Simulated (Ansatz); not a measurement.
FGeH4In, SMILES `[F][GeH2][InH2]`. The species carries charge 0 and has multiplicity 1. In takes the def2 core potential. The geometry is a stationary point of PBE0-D4/def2-TZVP.

```xyz
7

F    -2.216   -0.292   -0.566
Ge   -0.538   -0.809   -0.508
In    0.856    1.051    0.690
H    -0.581   -2.173    0.217
H    -0.164   -1.066   -1.985
H     0.088    2.482    1.259
H     2.554    0.807    0.894
```

Question: What is the dipole moment at PBE/def2-TZVPP? (Estimate.)

Answer: The calculation gave: 2.18 D, with components (2.13, 0.05, 0.43) D in this frame, pointing from negative to positive charge.

Question: And with r2SCAN, B3LYP, ωB97M-V? (Estimate.)

Answer: Computed: r2SCAN 2.27 D, B3LYP 2.35 D, ωB97M-V 2.38 D.

Question: Give the Mulliken charges with PBE, r2SCAN, ωB97M-V in def2-TZVPP. (An estimate is asked.)

Answer: The calculation gave: 
```csv
atom,PBE,r2SCAN,ωB97M-V
F1,-0.35,-0.39,-0.40
Ge2,0.26,0.29,0.26
In3,0.39,0.43,0.32
H4,-0.03,-0.04,-0.01
H5,-0.03,-0.04,-0.01
H6,-0.11,-0.12,-0.08
H7,-0.12,-0.13,-0.09
```

B3LYP here is the variant with VWN-RPA as its local correlation; programs differ in this.
